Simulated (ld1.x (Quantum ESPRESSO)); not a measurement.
**Before and after: PAW potential for zinc**

ld1.x (Quantum ESPRESSO) 7.5 input, shortened:

```
&input
   title='Zn', zed=30., rel=1, dft='PBE', iswitch=3,
   config='[Ar] 3d10 4s1.5 4p0'
 /
 &inputp
   pseudotype=3, lpaw=.true., tm=.true., lloc=-1, rcloc=1.15,
   nlcc=.true., new_core_ps=.true., rcore=1.45,
   which_augfun='BESSEL', rmatch_augfun=1.15
 /
6
4S  1  0   1.50   0.00  1.65  1.95  0.0
4S  1  0   0.00   0.20  1.65  1.95  0.0
4P  2  1   0.00   0.00  1.85  2.35  0.0
4P  2  1   0.00   1.95  1.85  2.35  0.0
3D  3  2  10.00   0.00  1.40  1.55  0.0
3D  3  2   0.00   1.95  1.40  1.55  0.0
 &test
   configts(1)='3d10 4s1.5 4p0'
 /
```

All-electron outer shells of the reference configuration (PBE, scalar-relativistic, ld1.x):

```tsv
shell	level (eV)	outermost node (bohr)	outermost maximum (bohr)
3p	-88.02	0.25	0.59
3d	-14.74	–	0.57
4s	-9.84	0.85	2.04
4p	-4.24	0.92	2.75
```

Change: waves 3d (bound): rcut 1.32, rcutus 1.40 bohr; 3d channel at 1.95 Ry: rcut 1.32, rcutus 1.40 bohr.

Cutoffs: the cutoffs (Ry, on a coarse ladder) from which the occupation-weighted sum of valence levels, in a spherical-Bessel basis at the reference potential, stays within 10 and 1 mRy of its value at 400 Ry; they do not see the model core or the augmentation charge, which bear on the density cutoff. Errors are all-electron minus pseudo energies relative to the spin-unpolarised reference configuration.

Problem. What does the change do?

Solution. The potential gets neither clearly harder nor softer (55 Ry and 80 Ry → 55 Ry and 90 Ry); both files keep a bound ghost (s); the number of tests that count goes from 7 to 5; of the 5 tests that both files solve, the error grows in 0 and shrinks in 2 by more than 15 % and 0.3 meV (median size 1.8 → 1.1 meV).

```csv
quantity,base,changed
"cutoff, loose",55 Ry,55 Ry
"cutoff, tight",80 Ry,90 Ry
loose cutoff by channel (10 mRy a level),"s 6 Ry, d 40 Ry","s 6 Ry, d 45 Ry"
bound ghosts,s,s
"tests counted (converged, no solver errors)",7 of 7,5 of 7
"error for 3d10 4s2 4p0, meV [ΔE -3.94 eV]",-0.2,+0.1
"error for 3d10 4s1 4p0, meV [ΔE 5.95 eV]",-1.8,-1.1
"error for 3d10 4s0 4p0, meV [ΔE 24.39 eV]",-14,-5.6
"error for 3d10 4s1 4p1, meV [ΔE 1.15 eV]",-0.4,-0.3
"error for 3d9 4s2 4p0, meV [ΔE 13.96 eV]",-157,-148
s: phases at 2.54 bohr within 0.05 rad from the reference energy up to (Ry; the scan ends near 5),to the end of the scan,to the end of the scan
p: phases at 2.54 bohr within 0.05 rad from the reference energy up to (Ry; the scan ends near 5),4.5,4.5
d: phases at 2.54 bohr within 0.05 rad from the reference energy up to (Ry; the scan ends near 5),to the end of the scan,to the end of the scan
lowest overlap eigenvalue by channel,"s 0.30, p 0.49, d 0.86","s 0.30, p 0.49, d 0.18"
```

Changed file: Tests not counted: 3d8 4s0 4p0 (solver errors, printed error -1032 eV); 3d9 4s0 4p0 (solver errors, printed error -1224 eV). A true bound ghost makes a file unfit for plane-wave use even where its test errors are small: the radial tests pick states by their node count and pass the ghost by. Where a test does run into it, the solver fails or the error is huge.
